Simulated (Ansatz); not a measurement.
Ansatz results at the PBE0-D4/def2-TZVP geometry: LUMO energy (PBE0/def2-TZVPP) -1.39 eV; LUMO energy (B3LYP/def2-TZVPP) -1.66 eV; HOMO–LUMO gap (PBE0/def2-TZVPP) 4.93 eV.

Each molecule was computed in one conformer, which needn't be the lowest.

Task: Which molecule gave them?
A. `[CH]1=NC[CH2][GeH2]1`
B. `C=[C](N)[GaH][F]`
C. `OC1C[SiH2]1`
D. `C1[SiH2]S1`

Result: B. The others give `[CH]1=NC[CH2][GeH2]1`: -0.48, -0.73, 6.39; `C1[SiH2]S1`: -0.39, -0.60, 6.60; `OC1C[SiH2]1`: 0.19, -0.05, 7.02.

B3LYP here is the variant with VWN-RPA as its local correlation; programs differ in this.
